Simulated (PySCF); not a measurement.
Fine-structure interval along the 13-electron series

Calculated with PySCF 2.14 and a two-component X2C-1e Hamiltonian (Gaussian nucleus, no Breit or QED terms), each ion in its own even-tempered basis scaled to its charge; GMP2 freezes 1s2 and drops the highest virtual spinors. Values in cm⁻¹.

```json
{"ion": "Rh³²⁺", "configuration": "[Ne] 3s2 3p1", "GHF (screened spin-orbit)": "293000", "GMP2 (screened spin-orbit)": "290790", "GHF (bare spin-orbit)": "307040"}
{"ion": "Pd³³⁺", "configuration": "[Ne] 3s2 3p1", "GHF (screened spin-orbit)": "324550", "GMP2 (screened spin-orbit)": "322330", "GHF (bare spin-orbit)": "339790"}
{"ion": "Ag³⁴⁺", "configuration": "[Ne] 3s2 3p1", "GHF (screened spin-orbit)": "358800", "GMP2 (screened spin-orbit)": "356410", "GHF (bare spin-orbit)": "375300"}
```

Between Z = 45 and Z = 47 the GHF (bare spin-orbit) value grows as Z to the power 4.62.
